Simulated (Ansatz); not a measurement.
**How methods differ on C2H9NSi (SMILES CN(C)[SiH3])**

C2H9NSi has 13 atoms, charge 0, and is taken as a singlet. As SMILES, `CN(C)[SiH3]`. Geometry: relaxed at PBE0-D4/def2-TZVP.

```xyz
13

C    -0.8534    1.0515   -0.5674
N    -0.0643    0.1014    0.1769
C     1.2573    0.5768    0.5037
Si   -0.4044   -1.5804    0.1019
H    -0.4161    1.2925   -1.5485
H    -0.9475    1.9915   -0.0094
H    -1.8607    0.6637   -0.7354
H     1.1974    1.5091    1.0790
H     1.8701    0.7783   -0.3884
H     1.7871   -0.1567    1.1157
H     0.0687   -2.2753   -1.1371
H    -1.8797   -1.7523    0.1670
H     0.2656   -2.2347    1.2567
```

Each level gives the energy change with the C3–H9 bond stretched from 1.101 to 1.651 Å (eV). The values are calculated.

```json
{"level": "SVWN5/6-31G* (spherical functions) (restricted)", "kind": "LDA", "program": "Ansatz", "value (eV)": "1.66", "CPU time (all runs)": "4.7 s"}
{"level": "revPBE/6-31G* (spherical functions) (restricted)", "kind": "GGA", "program": "Ansatz", "value (eV)": "1.63", "CPU time (all runs)": "7 s"}
{"level": "r2SCAN/6-31G* (spherical functions) (restricted)", "kind": "meta-GGA", "program": "Ansatz", "value (eV)": "1.76", "CPU time (all runs)": "12 s"}
{"level": "BHLYP/6-31G* (spherical functions) (restricted)", "kind": "global hybrid", "program": "Ansatz", "value (eV)": "2.01", "CPU time (all runs)": "9.2 s"}
{"level": "r2SCAN0/6-31G* (spherical functions) (restricted)", "kind": "hybrid meta-GGA", "program": "Ansatz", "value (eV)": "1.92", "CPU time (all runs)": "14 s"}
{"level": "CAM-B3LYP/6-31G* (spherical functions) (restricted)", "kind": "range-separated hybrid", "program": "Ansatz", "value (eV)": "1.89", "CPU time (all runs)": "10 s"}
{"level": "B2PLYP/6-31G* (spherical functions) (restricted)", "kind": "double hybrid", "program": "Ansatz", "value (eV)": "1.85", "CPU time (all runs)": "12 s"}
{"level": "RPA@PBE0/6-31G* (spherical functions) (restricted)", "kind": "RPA", "program": "Ansatz", "value (eV)": "1.81", "CPU time (all runs)": "14 s"}
{"level": "CCSD/6-31G* (spherical functions) (restricted)", "kind": "coupled cluster or CI", "program": "Ansatz", "value (eV)": "1.81", "CPU time (all runs)": "14 s"}
```

The first shape isn't each level's own minimum. The values span 1.63 to 2.01 eV. Times are those of the runs behind each value, whatever else they computed, on shared processors of several kinds: orders of magnitude only.
